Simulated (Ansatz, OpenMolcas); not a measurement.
**SnH3O2 (SMILES [OH][SnH][OH]): the vertical energy of the quartet above the doublet, rung by rung**

SnH3O2 has 6 atoms, charge 0, and is taken as a doublet. As SMILES, `[OH][SnH][OH]`. The coordinates come from a PBE0-D4/def2-TZVP relaxation. This is one conformer, not always the lowest.

```jsonl
{"atom": "O", "x (Å)": "-1.2483", "y (Å)": "-0.6847", "z (Å)": "-0.2334"}
{"atom": "Sn", "x (Å)": "0.4170", "y (Å)": "0.3025", "z (Å)": "-0.6396"}
{"atom": "O", "x (Å)": "1.4139", "y (Å)": "-0.0383", "z (Å)": "1.0167"}
{"atom": "H", "x (Å)": "-1.8520", "y (Å)": "-0.7834", "z (Å)": "-0.9736"}
{"atom": "H", "x (Å)": "0.1286", "y (Å)": "2.0261", "z (Å)": "-0.6243"}
{"atom": "H", "x (Å)": "1.1827", "y (Å)": "-0.8860", "z (Å)": "1.4081"}
```

Each level gives the vertical energy of the quartet above the doublet (eV). The values are calculated.

```tsv
level	kind	program	value (eV)	less CCSD(T)/def2-SVPD
UHF/def2-SVPD (core potential)	Hartree–Fock	OpenMolcas	5.55	-0.99
UPBE/def2-SVPD (core potential)	GGA	OpenMolcas	6.02	-0.52
UPBE0/def2-SVPD (core potential)	global hybrid	OpenMolcas	6.29	-0.25
U-wB97X/def2-SVPD (core potential)	range-separated hybrid	Ansatz	6.86	+0.32
RPA@PBE/def2-SVPD (core potential)	RPA	Ansatz	5.90	-0.64
UMP2/def2-SVPD (core potential)	perturbation theory	Ansatz	6.92	+0.38
UCCSD(T)/def2-SVPD (core potential)	coupled cluster or CI	Ansatz	6.54	0.00
UCCSD/def2-SVPD (core potential)	coupled cluster or CI	Ansatz	6.51	-0.03
```

Differences are taken from UCCSD(T)/def2-SVPD (core potential) for orientation; it has basis-set and higher-order errors of its own. Spin-orbit coupling, which can split open shells on such heavy atoms by tenths of an eV, is left out. The values span 5.55 to 6.92 eV. In the correlated wave-function rows the outer d shell of Sn is correlated, in sets not made for it.
